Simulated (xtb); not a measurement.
Job for xtb: GFN2-xTB on CH4BFO (SMILES CB(O)F), a point of a torsion scan.

```
$ xtb mol.xyz --gfn 2 --opt vtight --chrg 0 --uhf 0 --input xcontrol
8

C     -0.88371061    -0.14546142    -0.10657797
B      0.48907218     0.67468039    -0.19334199
O      1.66923255    -0.14207912    -0.54941643
F      0.69898393     1.57780138     0.92985589
H     -1.76015790     0.49969388    -0.27271658
H     -0.87210569    -0.99503878    -0.81481634
H     -0.96238362    -0.56088416     0.92511918
H      1.56639703    -0.28592557    -1.52784996
$constrain
  force constant=1.0
  dihedral: 4,2,3,8,210.0
$end
```

It printed:

```
[...]
           -------------------------------------------------
          |                Calculation Setup                |
           -------------------------------------------------



           -------------------------------------------------
          |                 G F N 2 - x T B                 |
           -------------------------------------------------

        Reference                      10.1021/acs.jctc.8b01176
      * Hamiltonian:
        H0-scaling (s, p, d)           1.850000    2.230000    2.230000
        zeta-weighting                 0.500000
      * Dispersion:
        s8                             2.700000
        a1                             0.520000
        a2                             5.000000
        s9                             5.000000
      * Repulsion:
        kExp                           1.500000    1.000000
        rExp                           1.000000
      * Coulomb:
        alpha                          2.000000
        third order                    shell-resolved
        anisotropic                    true
        a3                             3.000000
        a5                             4.000000
        cn-shift                       1.200000
        cn-exp                         4.000000
        max-rad                        5.000000


          ...................................................
          :                      SETUP                      :
          :.................................................:
          :  # basis functions                  20          :
          :  # atomic orbitals                  20          :
          :  # shells                           12          :
          :  # electrons                        24          :
          :  max. iterations                   250          :
          :  Hamiltonian                  GFN2-xTB          :
          :  restarted?                      false          :
          :  GBSA solvation                  false          :
          :  PC potential                    false          :
          :  electronic temp.          300.0000000     K    :
          :  accuracy                    1.0000000          :
          :  -> integral cutoff          0.2500000E+02      :
          :  -> integral neglect         0.1000000E-07      :
          :  -> SCF convergence          0.1000000E-05 Eh   :
          :  -> wf. convergence          0.1000000E-03 e    :
          :  Broyden damping             0.4000000          :
          :  net charge                          0          :
          :  unpaired electrons                  0          :
          ...................................................

 iter      E             dE          RMSdq      gap      omega  full diag
   1    -14.0945722 -0.140946E+02  0.738E+00    6.57       0.0  T
   2    -14.2659728 -0.171401E+00  0.515E+00    3.28       1.0  T
   3    -14.3090411 -0.430683E-01  0.283E+00    4.82       1.0  T
   4    -14.3201860 -0.111449E-01  0.934E-01    4.09       1.0  T
   5    -14.3272145 -0.702848E-02  0.559E-01    4.64       1.0  T
   6    -14.3297739 -0.255942E-02  0.137E-01    4.49       1.0  T
   7    -14.3298965 -0.122586E-03  0.599E-02    4.46       1.0  T
   8    -14.3299264 -0.299211E-04  0.278E-02    4.45       1.3  T
   9    -14.3299333 -0.695656E-05  0.226E-03    4.44      15.6  T
  10    -14.3299334 -0.439473E-07  0.528E-04    4.44      67.0  T
  11    -14.3299334 -0.734278E-09  0.231E-04    4.44     153.3  T

   *** convergence criteria satisfied after 11 iterations ***

         #    Occupation            Energy/Eh            Energy/eV
      -------------------------------------------------------------
         1        2.0000           -0.7818839             -21.2761
       ...           ...                  ...                  ...
         6        2.0000           -0.5184529             -14.1078
         7        2.0000           -0.5071868             -13.8013
         8        2.0000           -0.4887086             -13.2984
         9        2.0000           -0.4819278             -13.1139
        10        2.0000           -0.4753251             -12.9343
        11        2.0000           -0.4663047             -12.6888
        12        2.0000           -0.4333080             -11.7909 (HOMO)
        13                         -0.2701870              -7.3522 (LUMO)
        14                          0.0317437               0.8638
        15                          0.1096487               2.9837
        16                          0.1336082               3.6357
        17                          0.1570018               4.2722
       ...                                ...                  ...
        20                          0.2622652               7.1366
      -------------------------------------------------------------
                  HL-Gap            0.1631210 Eh            4.4387 eV
             Fermi-level           -0.3517475 Eh           -9.5715 eV

 SCC (total)  
[...]
----------------------------------------------------
                  HL-Gap            0.2383221 Eh            6.4851 eV
             Fermi-level           -0.3100721 Eh           -8.4375 eV

 SCC (total)                   0 d,  0 h,  0 min,  0.002 sec
 SCC setup                      ...        0 min,  0.000 sec (  3.662%)
 Dispersion                     ...        0 min,  0.000 sec (  1.855%)
 classical contributions        ...        0 min,  0.000 sec (  0.441%)
 integral evaluation            ...        0 min,  0.000 sec ( 24.988%)
 iterations                     ...        0 min,  0.000 sec ( 22.597%)
 molecular gradient             ...        0 min,  0.001 sec ( 41.325%)
 printout                       ...        0 min,  0.000 sec (  4.434%)

         :::::::::::::::::::::::::::::::::::::::::::::::::::::
         ::                     SUMMARY                     ::
         :::::::::::::::::::::::::::::::::::::::::::::::::::::
         :: total energy             -14.297045728886 Eh    ::
         :: gradient norm              0.000024085060 Eh/a0 ::
         :: HOMO-LUMO gap              6.485075554200 eV    ::
         ::.................................................::
         :: SCC energy               -14.407296525242 Eh    ::
         :: -> isotropic ES            0.066953178839 Eh    ::
         :: -> anisotropic ES          0.001631767837 Eh    ::
         :: -> anisotropic XC         -0.000901548738 Eh    ::
         :: -> dispersion             -0.002515273918 Eh    ::
         :: repulsion energy           0.110169246448 Eh    ::
         :: add. restraining           0.000081549908 Eh    ::
         :: total charge              -0.000000000000 e     ::
         :::::::::::::::::::::::::::::::::::::::::::::::::::::

           -------------------------------------------------
          |                Property Printout                |
           -------------------------------------------------

    * Orbital Energies and Occupations

         #    Occupation            Energy/Eh            Energy/eV
      -------------------------------------------------------------
         1        2.0000           -0.7945828             -21.6217
         2        2.0000           -0.7049612             -19.1830
         3        2.0000           -0.6028361             -16.4040
         4        2.0000           -0.5954961             -16.2043
         5        2.0000           -0.5357553             -14.5786
         6        2.0000           -0.5236179             -14.2484
         7        2.0000           -0.5213133             -14.1857
         8        2.0000           -0.4921577             -13.3923
         9        2.0000           -0.4768642             -12.9761
        10        2.0000           -0.4731633             -12.8754
        11        2.0000           -0.4720869             -12.8461
        12        2.0000           -0.4292332             -11.6800 (HOMO)
        13                         -0.1909111              -5.1950 (LUMO)
        14                          0.0930711               2.5326
        15                          0.1643971               4.4735
        16                          0.1834512               4.9920
        17                          0.2147932               5.8448
        18                          0.2268268               6.1723
        19                          0.4635981              12.6151
        20                          0.5441939              14.8083
      -------------------------------------------------------------
                  HL-Gap            0.2383221 Eh            6.4851 eV
             Fermi-level           -0.3100721 Eh           -8.4375 eV

     #   Z          covCN         q      C6AA      α(0)
     1   6 C        3.672    -0.216    25.077     7.177
     2   5 B        2.408     0.480    18.656     7.931
     3   8 O        1.594    -0.445    21.778     6.298
     4   9 F        0.722    -0.288    12.194     4.124
     5   1 H        0.925     0.057     2.234     2.337
     6   1 H        0.925     0.036     2.498     2.472
     7   1 H        0.925     0.058     2.220     2.330
     8   1 H        0.806     0.318     0.669     1.285

 Mol. C6AA /au·bohr⁶  :        514.147671
 Mol. C8AA /au·bohr⁸  :      11528.579201
 Mol. α(0) /au        :         33.953107


Wiberg/Mayer (AO) data.
largest (>0.10) Wiberg bond orders for each atom

 ---------------------------------------------------------------------------
     #   Z sym  total        # sym  WBO       # sym  WBO       # sym  WBO
 ---------------------------------------------------------------------------
     1   6 C    3.980 --     2 B    1.000     6 H    0.989     7 H    0.969
                             5 H    0.967
     2   5 B    3.306 --     3 O    1.225     4 F    1.032     1 C    1.000
     3   8 O    2.198 --     2 B    1.225     8 H    0.878
     4   9 F    1.127 --     2 B    1.032
     5   1 H    0.997 --     1 C    0.967
     6   1 H    0.999 --     1 C    0.989
     7   1 H    0.997 --     1 C    0.969
     8   1 H    0.899 --     3 O    0.878
 ---------------------------------------------------------------------------

Topologies differ in total number of bonds
Writing topology from bond orders to xtbtopo.mol

molecular dipole:
                 x           y           z       tot (Debye)
 q only:       -0.364      -0.673      -0.744
   full:       -0.445      -0.803      -0.865       3.206
molecular quadrupole (traceless):
                xx          xy          yy          xz          yz          zz
 q only:       -1.229      -2.375      -1.791      -2.302      -1.067       3.020
  q+dip:       -1.412      -2.636      -2.222      -2.503      -1.499       3.634
   full:       -1.977      -3.000      -2.160      -2.350      -1.819       4.137

           -------------------------------------------------
          |                Geometry Summary                 |
           -------------------------------------------------

      molecular mass/u    :       61.8513350
   center of mass at/Å    :        0.5526987       0.5254217       0.0456821
  moments of inertia/u·Å² :        0.5115920E+02   0.6207839E+02   0.1098782E+03
rotational constants/cm⁻¹ :        0.3295132E+00   0.2715540E+00   0.1534211E+00

 * 7 selected distances

     #   Z          #   Z                                           value/Å
     1   6 C        2   5 B                                       1.5883926 (max)
     2   5 B        3   8 O                                       1.3395172
     2   5 B        4   9 F                                       1.3340271
     1   6 C        5   1 H                                       1.0878283
     1   6 C        6   1 H                                       1.0863079
     1   6 C        7   1 H                                       1.0872344
     3   8 O        8   1 H                                       0.9539011 (min)

 * 5 distinct bonds (by element types)

   Z      Z             #   av. dist./Å        max./Å        min./Å
   1 H    6 C           3     1.0871235     1.0878283     1.0863079
   5 B    6 C           1     1.5883926     1.5883926     1.5883926
   1 H    8 O           1     0.9539011     0.9539011     0.9539011
   5 B    8 O           1     1.3395172     1.3395172     1.3395172
   5 B    9 F           1     1.3340271     1.3340271     1.3340271


optimized geometry written to: xtbopt.xyz


           -------------------------------------------------
          | TOTAL ENERGY              -14.297045728886 Eh   |
          | GRADIENT NORM               0.000024085060 Eh/α |
          | HOMO-LUMO GAP               6.485075554200 eV   |
           -------------------------------------------------

------------------------------------------------------------------------
Note: The following floating-point exceptions are signalling: IEEE_DENORMAL
normal termination of xtb
------------------------------------------------------------------------
 total:
 SCF:
 ANC optimizer:
```

The run finished.

Warnings raised: the energy holds the restraint's term.

Cost: about 0.08 core-seconds (a rough figure).
